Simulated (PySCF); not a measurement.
Si(OH)2(PH2)2 (H6O2P2Si), SMILES O[Si](O)(P)P. Atoms are numbered in the order given.

```xyz
11

O     -0.8270    -0.8377     1.5037
Si    -0.1694    -0.3359     0.0549
O     -0.3529    -1.4813    -1.1460
P      2.0804    -0.1385     0.2270
P     -1.2369     1.6274    -0.3331
H     -0.4576    -1.6466     1.8812
H     -1.2547    -1.6461    -1.4492
H      2.2181     0.4523    -1.0664
H      1.9992     1.1171     0.9044
H     -2.4964     1.0006    -0.6004
H     -0.8498     1.6428    -1.7096
```
Charge 0, spin multiplicity 1.

Geometry: B3LYP-D3(BJ)/def2-SVP. This is a generated structure with no PubChem entry under its InChIKey; it may be hypothetical. Other conformers were not sampled.

Level of theory: PySCF with HF/def2-TZVP.

The molecule is in vacuum.

The total energy is -1123.84398 hartree, the highest occupied level comes out as -9.69 eV and the lowest empty level comes out as 2.90 eV. The orbital gap is 12.59 eV and the dipole moment is 1.43 D. The quadrupole, principal values (traceless, Buckingham form, about the centre of nuclear charge) comes out as -12.23, 5.65, 6.58 D·Å, the mean static polarisability is 79.4 bohr³ (11.77 Å³) and the polarisability, principal values comes out as 68.2, 74.7, 95.4 bohr³.
